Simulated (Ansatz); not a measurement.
Species: sum formula AlNH₂Cl₂, net charge 0, singlet state. 
Geometry from a B3LYP-D3(BJ)/def2-TZVP (Ansatz, a quantum-chemistry and plane-wave program) optimisation:
```
Al
N 1 1.7500
H 2 1.0074 1 124.41
H 2 1.0074 3 111.19 1 -180.00
Cl 1 2.0896 2 120.01 3 0.00
Cl 1 2.0896 2 120.01 3 -180.00
```

Quantity: vertical ionisation energy (to the doublet state of charge +1; each state is the SCF solution reached for its spin), in eV. Cores are frozen in the correlated levels unless marked. Open shells are spin-unrestricted. No spin-orbit coupling. Non-relativistic. CBS(X,Y): correlation extrapolated as X^-3; Hartree-Fock from the larger set.

CCSD(T)/CBS(aug-cc-pV(T+d)Z,aug-cc-pV(Q+d)Z) (Ansatz) gives 10.64 eV.

Q: Another calculation gave 10.05 eV. Which level was it?
A. SVWN5/def2-TZVPD (Ansatz)
B. PBE/def2-TZVPD (Ansatz)
C. CAM-B3LYP/def2-TZVPD (Ansatz)

A: B, PBE/def2-TZVPD (Ansatz). The others give 10.28 (SVWN5), 10.54 (CAM-B3LYP) eV.
